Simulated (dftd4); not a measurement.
IK, charge -1, doublet, at the geometry of the source list (a state made from the parent by changing its charge; the spin is typed, not shown lowest); D4 for blyp run with dftd4 4.2.0.

The dftd4 input:
```
$ dftd4 mol.xyz --func blyp --charge -1 --json dftd4.json --noedisp --property

# file mol.xyz
2

K     -1.05890000    -0.75220000    -0.90220000
I      1.05890000     0.75220000     0.90220000
```

### Question
Predict the main parts of the log of this dftd4 run.

### Answer

```
                    ____  _____ _____     ____  _  _
      -------------|  _ \|  ___|_   _|---|  _ \| || |------------
     |             | | | | |_    | | ___ | | | | || |_           |
     |             | |_| |  _|   | ||___|| |_| |__   _|          |
     |             |____/|_|     |_|     |____/   |_|            |
     |             ===================================           |
     |            E. Caldeweyher, S. Ehlert & S. Grimme          |
     |          Mulliken Center for Theoretical Chemistry        |
     |                    University of Bonn                     |
      -----------------------------------------------------------

Rational (Becke-Johnson) damping: blyp-D4-ATM
---------------------
  s6         1.0000
  s8         2.3408
  s9         1.0000
  a1         0.4449
  a2         4.0933
 alp        16.0000
--------------------

Atomic data, radii in Ångström:
------------------------------------------------------
   Z          R(cov)      r4/r2   hardness         EN
------------------------------------------------------
  19 K        2.3467     4.2216     0.1711     0.8200
  53 I        1.7600     2.9281     0.4104     2.6600
------------------------------------------------------

Atomic reference systems (in atomic units):
----------------------------------------------------------------------------
   Z        #      CN     q+Z       C6(AA)   #      CN     q+Z       C6(AA)
----------------------------------------------------------------------------
  19 K      1  0.0000 19.0000    5674.3167   2  0.7739 19.4438     161.9047
            3 11.4500 19.3040      63.0344
  53 I      1  0.0000 25.0000     353.7504   2  0.9124 24.8626     380.6589
----------------------------------------------------------------------------

Atomic properties (in atomic units):
----------------------------------------------------------------------------
     #    Z              CN          q      C6(AA)        C8(AA)   alpha(0)
----------------------------------------------------------------------------
     1   19 K        0.7291     0.7381    219.8555    41976.4800    52.5605
     2   53 I        0.7291    -1.7381    528.0179    48498.1827    39.6948
----------------------------------------------------------------------------

Molecular properties (in atomic units):
----------------------------------------
 molecular C6                1306.6820
 molecular C8              164475.3714
----------------------------------------

Dispersion energy:      -2.0431679558716E-03 Eh

[Info] JSON dump of results written to 'dftd4.json'
```
